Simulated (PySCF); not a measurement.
# Ni⁺ (nickel, charge +1) across methods

[Ar] 3d9, 2D determinant. All numbers are calculated (PySCF 2.14, scalar relativity by spin-free X2C-1e, in x2c-QZVPPall with one added diffuse shell each of s, p, d, f, g type (12s8p7d5f3g, 133 functions)).

| method | E (hartree) | mean ε 3p β (eV) | mean ε 3d α (eV) | mean ε 3d β (eV) | Σ⟨r²⟩ (bohr²) | ⟨S²⟩ |
| --- | --- | --- | --- | --- | --- | --- |
| UHF | -1518.83477 | -91.035 | -21.505 | -19.941 | 19.18 | 0.753 |
| PBE | -1520.084 | -74.354 | -13.605 | -12.692 | 20.56 | 0.824 |
| PBE0 | -1520.079 | -78.600 | -15.581 | -14.534 | 19.99 | 0.758 |
| LDA | -1517.558 | -74.222 | -13.791 | -12.839 | 20.41 | 0.764 |
